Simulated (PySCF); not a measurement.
Question: What does the PBE0-D3(BJ)/def2-SVP structure of `O(c1cnoc1)[Si](C)(C)C` look like in three dimensions?

Answer: 
Z-matrix in Å and degrees, rows numbered from 1:
```
C 
Si  1  1.8633
C   2  1.8718  1  111.63
C   2  1.8720  1  111.52  3  -125.77
O   2  1.7004  1  103.45  3   117.08
C   5  1.3336  2  129.71  1   179.73
C   6  1.4282  5  130.52  2     0.63
N   7  1.3087  6  111.39  5   179.96
O   8  1.3533  7  106.30  6    -0.02
C   9  1.3388  8  110.21  7     0.04
H   1  1.1006  2  110.80  3  -177.98
H   1  1.1007  2  110.77  3   -58.04
H   1  1.1013  2  110.86  3    61.98
H   3  1.1019  2  110.35  1   -61.20
H   3  1.1006  2  112.48  1   178.62
H   3  1.1012  2  110.50  1    58.04
H   4  1.1004  2  112.58  1  -178.34
H   4  1.1019  2  110.18  1    61.51
H   4  1.1011  2  110.49  1   -57.64
H   7  1.0898  6  129.27  5     0.03
H  10  1.0865  6  133.19  5     0.10
```

Of the pairs four or more bonds apart, Si2···H20 is among the closest relative to their van der Waals radii: 3.27 Å, 99 % of the sum of Bondi's values. N8 (pyridine-type nitrogen) is bent (angle 106.3°). The 2 C–C bonds span 1.368 Å (C6–C10, aromatic) to 1.428 Å (C6–C7, aromatic), a spread of 0.060 Å. The 5-membered ring C6–C7–N8–O9–C10 has internal angles of 102.6° to 111.4°; it is planar, 0.00 Å rms from its mean plane, widest ring torsion 0°.

The calculation used PBE0-D3(BJ)/def2-SVP geometry optimisation, gas phase in PySCF.

Point group: Cs (tolerance 0.08 Å). Whether it is a minimum is left open (no frequencies). One conformer, not necessarily the lowest (Si2–O5–C6–C7 1°).

Time: 2.7 min wall; peak memory 0.91 GiB. Hardware: one thread of an Intel Xeon Platinum 8488C, on a shared host. These figures are those of the optimisation.
